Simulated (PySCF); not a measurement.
PySCF input file for C3H10ClNSi, SMILES CN(C)[Si@@H](C)Cl, PBE-D3(BJ)/def2-SVP. Coordinates come from a PBE-D3(BJ)/def2-SVP optimisation. The structure was generated by enumeration; whether it is a known compound was not checked. Other conformers were not sampled.

```python
import numpy as np
from pyscf import gto, scf, dft, df
from pyscf.hessian import thermo

mol = gto.M(
    atom='''
    C    -1.04492613   -1.89238946    0.39750307
    N    -0.75671177   -0.54813925    0.86471273
    C    -1.91407926    0.14339839    1.40629854
    Si    0.59543388    0.36141267    0.26205044
    C     2.12118318   -0.71265772    0.08351804
    Cl    0.23196019    1.21309375   -1.64038190
    H    -1.79051516   -1.91086463   -0.43457654
    H    -0.12447933   -2.39115623    0.03541733
    H    -1.45758490   -2.51449161    1.22454808
    H    -1.62574575    1.14418942    1.78606859
    H    -2.35023497   -0.42800498    2.25747902
    H    -2.72484113    0.28747129    0.65110569
    H     0.78538014    1.51750140    1.19649813
    H     2.35556939   -1.22777524    1.03684745
    H     2.98596213   -0.08001105   -0.19977747
    H     1.99100745   -1.47236196   -0.71273109
    ''',
    basis='def2-SVP',
    charge=0,
    spin=0,
    max_memory=1600,
    verbose=3,
)
mf = dft.RKS(mol, xc='pbe').density_fit(auxbasis='def2-universal-jkfit')
mf.disp = 'd3bj'
mf.grids.level = 3
mf.conv_tol = 1e-11
mf.max_cycle = 100
mf.kernel()

# [left out here: the lines that compute and print the analytic Hessian (its translational invariance restored by hand, since the grid's response is missing), thermochemistry and intensities]
```

Log of the run:

```
converged SCF energy = -923.927296728434

WARN: DFTD3 does not support analytical Hessian, using finite difference


WARN: Mole.unit (angstrom) is changed to Bohr

Mode                                 0                   1                   2
Irrep
Freq [cm^-1]                       52.0875             86.3945            146.3859
Reduced mass [au]                   2.9094              2.8346              1.1223
Force const [Dyne/A]                0.0047              0.0125              0.0142
Char temp [K]                      74.9423            124.3025            210.6167
Normal mode                   x     y     z       x     y     z       x     y     z
       0   C                -0.05  0.06 -0.12    0.00 -0.05  0.08    0.05  0.02 -0.01
       1   N                -0.01  0.00 -0.00   -0.04  0.00 -0.04    0.01  0.02  0.02
       2   C                 0.03 -0.03  0.13   -0.01 -0.06  0.08   -0.01 -0.01  0.02
       3  Si                -0.01  0.02  0.00   -0.04  0.01 -0.03   -0.00  0.02  0.01
       4   C                 0.02  0.05  0.06   -0.05 -0.01 -0.00   -0.03 -0.03 -0.01
       5  Cl                 0.01 -0.05 -0.03    0.07  0.05 -0.04   -0.00 -0.02 -0.01
       6   H                -0.10  0.16 -0.09   -0.13 -0.16  0.20    0.08  0.03 -0.05
       7   H                -0.08  0.08 -0.23   -0.01  0.01 -0.05    0.07  0.05  0.02
       8   H                -0.02 -0.03 -0.17    0.19 -0.04  0.18    0.02  0.00 -0.04
       9   H                 0.07 -0.07  0.20   -0.04 -0.01 -0.02   -0.03 -0.02  0.05
      10   H                 0.08 -0.11  0.11    0.15 -0.03  0.19   -0.02 -0.04 -0.01
      11   H                -0.01  0.04  0.19   -0.13 -0.17  0.19    0.00  0.00  0.01
      12   H                -0.06  0.03 -0.01   -0.06  0.00 -0.02    0.01  0.03 -0.01
      13   H                 0.02  0.10  0.08   -0.08 -0.03 -0.01   -0.34 -0.45 -0.16
      14   H                 0.00  0.06  0.03   -0.03 -0.01  0.03    0.10  0.01  0.50
      15   H                 0.04  0.01  0.09   -0.03  0.01 -0.02    0.12  0.32 -0.37
Mode                                 3                   4                   5
Irrep
Freq [cm^-1]                      185.9551            189.4040            211.2503
Reduced mass [au]                   2.2955              2.2991              1.3681
Force const [Dyne/A]                0.0468              0.0486              0.0360
Char temp [K]                     267.5480            272.5102            303.9421
Normal mode                   x     y     z       x     y     z       x     y     z
       0   C                -0.03 -0.02  0.00    0.10  0.03 -0.03    0.04  0.04 -0.02
       1   N                 0.01 -0.01 -0.06    0.03  0.03  0.01   -0.01  0.04 -0.01
       2   C                 0.06  0.03 -0.02   -0.01 -0.04  0.02   -0.04  0.00 -0.04
       3  Si                 0.03 -0.03 -0.04    0.01  0.04 -0.01    0.02  0.02  0.04
       4   C                 0.05 -0.02  0.12   -0.08 -0.12  0.07   -0.01 -0.02 -0.04
       5  Cl                -0.06  0.03  0.01   -0.03  0.02 -0.02   -0.00 -0.04  0.03
       6   H                -0.20 -0.04  0.15    0.17  0.02 -0.10   -0.29  0.02  0.27
       7   H                -0.09  0.01 -0.19    0.14  0.05  0.04   -0.03  0.23 -0.45
       8   H                 0.15 -0.04  0.08    0.04  0.01 -0.08    0.46 -0.14  0.07
       9   H                 0.10  0.06 -0.12   -0.07 -0.03  0.03   -0.10  0.03 -0.07
      10   H                 0.11  0.11  0.05    0.02 -0.08  0.01   -0.04  0.01 -0.03
      11   H                 0.01 -0.01  0.02   -0.02 -0.08  0.02   -0.03 -0.06 -0.07
      12   H                 0.02 -0.03 -0.03    0.07  0.05 -0.04    0.05  0.02  0.03
      13   H                -0.14 -0.03  0.17   -0.13  0.02  0.16    0.06 -0.03 -0.07
      14   H                 0.11 -0.02  0.31   -0.01 -0.29 -0.07   -0.02 -0.04 -0.12
      15   H                 0.20 -0.02  0.10   -0.21 -0.26  0.22   -0.10 -0.00 -0.04
Mode                                 6                   7                   8
Irrep
Freq [cm^-1]                      222.2493            310.1602            330.7323
Reduced mass [au]                   1.1101              3.1206              3.0892
Force const [Dyne/A]                0.0323              0.1769              0.1991
Char temp [K]                     319.7672            446.2515            475.8501
Normal mode                   x     y     z       x     y     z       x     y     z
       0   C                 0.01 -0.02  0.04    0.05 -0.01  0.00    0.01 -0.07 -0.02
       1   N                 0.01 -0.02  0.03   -0.09  0.07 -0.17    0.03 -0.07 -0.06
       2   C                 0.01  0.00 -0.00   -0.01  0.02  0.04    0.12  0.05 -0.03
       3  Si                -0.01 -0.00 -0.02    0.02 -0.00  0.01   -0.04  0.06  0.04
       4   C                -0.01 -0.00  0.02    0.02 -0.01 -0.01   -0.09  0.02  0.00
       5  Cl                 0.01  0.02 -0.02   -0.02 -0.03  0.04    0.01 -0.02  0.01
[...]
Mode                                33                  34                  35
Irrep
Freq [cm^-1]                     2899.2940           2904.6587           2963.6176
Reduced mass [au]                   1.0429              1.0457              1.0958
Force const [Dyne/A]                5.1653              5.1980              5.6704
Char temp [K]                    4171.4386           4179.1571           4263.9859
Normal mode                   x     y     z       x     y     z       x     y     z
       0   C                -0.03 -0.02 -0.02   -0.03 -0.02 -0.02   -0.01  0.03 -0.05
       1   N                 0.00 -0.00 -0.00   -0.00 -0.00  0.00    0.00  0.00  0.00
       2   C                 0.04 -0.01  0.01   -0.04  0.01 -0.01   -0.00  0.02 -0.06
       3  Si                 0.00 -0.00 -0.00    0.00  0.00 -0.00   -0.00 -0.00 -0.00
       4   C                 0.00  0.00  0.00   -0.00 -0.00  0.00    0.00 -0.00 -0.00
       5  Cl                -0.00  0.00  0.00   -0.00 -0.00  0.00    0.00  0.00 -0.00
       6   H                 0.39 -0.01  0.44    0.39  0.00  0.45    0.22  0.00  0.23
       7   H                -0.16  0.08  0.06   -0.15  0.08  0.05    0.10 -0.05 -0.05
       8   H                 0.11  0.17 -0.25    0.09  0.16 -0.22   -0.23 -0.34  0.46
       9   H                 0.06  0.18  0.07   -0.06 -0.18 -0.07    0.03  0.11  0.03
      10   H                -0.11 -0.17  0.25    0.11  0.15 -0.23   -0.22 -0.29  0.42
      11   H                -0.40  0.07 -0.40    0.43 -0.08  0.41    0.22 -0.03  0.20
      12   H                -0.00  0.00  0.00   -0.00 -0.00 -0.00    0.00  0.00  0.00
      13   H                 0.00 -0.00  0.00   -0.00  0.00 -0.00   -0.00  0.00 -0.01
      14   H                 0.00  0.00  0.00   -0.00  0.00  0.00   -0.00 -0.00  0.00
      15   H                -0.00 -0.00 -0.00   -0.00 -0.00 -0.00    0.00  0.01  0.01
Mode                                36                  37                  38
Irrep
Freq [cm^-1]                     2972.1407           2981.4381           3049.8412
Reduced mass [au]                   1.0997              1.0354              1.0988
Force const [Dyne/A]                5.7233              5.4225              6.0220
Char temp [K]                    4276.2487           4289.6257           4388.0425
Normal mode                   x     y     z       x     y     z       x     y     z
       0   C                -0.01  0.03 -0.05   -0.00 -0.00  0.00    0.00 -0.00  0.00
       1   N                -0.00  0.00  0.00    0.00 -0.00 -0.00    0.00  0.00 -0.00
       2   C                 0.01 -0.02  0.06    0.00  0.00 -0.00    0.04  0.08  0.02
       3  Si                -0.00  0.00  0.00   -0.00  0.00  0.00   -0.00  0.00  0.00
       4   C                 0.00 -0.00 -0.00    0.04 -0.03 -0.00   -0.00 -0.00 -0.00
       5  Cl                -0.00  0.00  0.00    0.00 -0.00  0.00    0.00 -0.00 -0.00
       6   H                 0.22 -0.00  0.23   -0.01  0.00 -0.01   -0.00 -0.00 -0.00
       7   H                 0.08 -0.04 -0.04    0.00 -0.00 -0.00   -0.01  0.00  0.00
       8   H                -0.21 -0.30  0.41    0.01  0.01 -0.02    0.00 -0.00 -0.00
       9   H                -0.03 -0.12 -0.03   -0.00 -0.00 -0.00   -0.24 -0.81 -0.31
      10   H                 0.23  0.31 -0.44   -0.00 -0.01  0.01   -0.09 -0.13  0.21
      11   H                -0.26  0.04 -0.25    0.00 -0.00  0.00   -0.10  0.03 -0.11
      12   H                -0.00 -0.00 -0.00    0.00 -0.00 -0.00    0.00 -0.00 -0.00
      13   H                -0.00  0.01 -0.01   -0.12  0.27 -0.52    0.00 -0.00  0.00
      14   H                -0.01 -0.01  0.00   -0.42 -0.32  0.14    0.00  0.00 -0.00
      15   H                 0.00  0.01  0.01    0.08  0.38  0.40    0.00  0.00  0.00
Mode                                39                  40                  41
Irrep
Freq [cm^-1]                     3058.1383           3085.2749           3086.7334
Reduced mass [au]                   1.0975              1.1015              1.1033
Force const [Dyne/A]                6.0475              6.1775              6.1937
Char temp [K]                    4399.9801           4439.0236           4441.1222
Normal mode                   x     y     z       x     y     z       x     y     z
       0   C                 0.08 -0.02 -0.03    0.00 -0.00 -0.00    0.00 -0.00 -0.00
       1   N                 0.00  0.00  0.00    0.00  0.00 -0.00    0.00 -0.00  0.00
       2   C                -0.00 -0.00  0.00   -0.00 -0.00 -0.00   -0.00 -0.00 -0.00
       3  Si                 0.00 -0.00 -0.00   -0.00 -0.00 -0.00   -0.00  0.00 -0.00
       4   C                 0.00  0.00  0.00   -0.05 -0.07 -0.01   -0.00  0.01 -0.09
       5  Cl                -0.00  0.00  0.00    0.00  0.00  0.00    0.00 -0.00  0.00
       6   H                -0.08  0.00 -0.12   -0.01  0.00 -0.01   -0.00  0.00 -0.00
       7   H                -0.76  0.40  0.29   -0.04  0.02  0.02   -0.03  0.01  0.01
       8   H                -0.08 -0.14  0.18   -0.00 -0.01  0.01   -0.00 -0.00  0.00
       9   H                 0.00  0.01  0.00    0.00  0.00  0.00    0.00  0.00  0.00
      10   H                 0.00  0.00 -0.00    0.00  0.00 -0.00    0.00  0.00 -0.00
      11   H                -0.00  0.00 -0.00   -0.00  0.00  0.00    0.00 -0.00  0.00
      12   H                -0.00 -0.00  0.00    0.00  0.00  0.00   -0.00  0.00  0.00
      13   H                -0.00  0.01 -0.02   -0.04  0.06 -0.14    0.16 -0.35  0.63
      14   H                -0.03 -0.02  0.01    0.58  0.42 -0.19   -0.20 -0.15  0.05
      15   H                -0.00 -0.03 -0.03    0.06  0.38  0.41    0.07  0.38  0.38
temperature 298.1500 [K]
pressure 101325.00 [Pa]
Rotational constants [GHz] 2.72577 1.59563 1.27058
Symmetry number 1
Zero-point energy (ZPE) 0.12629 [Eh]   331584.846 [J/mol]
                           tot       elec      trans        rot        vib
Entropy [J/mol/K]       397.694      0.000    168.828    119.055    109.810
Cv [J/mol/K]            135.618      0.000     12.472     12.472    110.675
Cp [J/mol/K]            143.933      0.000     20.786     12.472    110.675
Internal energy [J/mol]                      3718.434   3718.434 349067.797
Internal energy [Eh]   -923.79151  -923.92730
Enthalpy [J/mol]                             6197.391   3718.434 349067.797
Enthalpy [Eh]          -923.79057
Gibbs free energy [J/mol]                  -44138.717 -31777.936 316327.899
Gibbs free energy [Eh] -923.83573
mode   freq/cm-1   IR/(km/mol)
   1       52.09         0.436
   2       86.39         2.564
   3      146.39         0.226
   4      185.96         2.006
   5      189.40         0.272
   6      211.25         0.626
   7      222.25         0.298
   8      310.16         7.621
   9      330.73         2.295
  10      363.65         4.337
  11      482.43        65.993
  12      633.67        20.091
  13      668.74        15.880
  14      738.60        55.145
  15      748.77         2.893
  16      843.74       161.807
  17      854.02       129.188
  18      997.04       118.990
  19     1052.00         2.109
  20     1074.42         0.694
  21     1126.23         1.329
  22     1207.77        52.633
  23     1218.48        53.694
  24     1272.12        59.492
  25     1375.80         2.781
  26     1377.05         2.997
  27     1383.32         1.793
  28     1399.31         3.397
  29     1403.90         3.573
  30     1410.92        16.060
  31     1427.65        18.713
  32     1452.69         5.003
  33     2188.58       109.329
  34     2899.29        54.575
  35     2904.66       112.893
  36     2963.62        81.220
  37     2972.14         2.224
  38     2981.44         0.967
  39     3049.84        12.818
  40     3058.14        14.981
  41     3085.27         1.775
  42     3086.73         1.965
max |gradient| / (hartree/bohr): 3.094771388294053e-05
APT charges: [ 0.3428 -0.9006  0.3492  1.6022 -0.3777 -0.5917 -0.0682  0.0033 -0.0536
  0.008  -0.0556 -0.0704 -0.2775  0.0227  0.0342  0.0329]
```

The run converged.
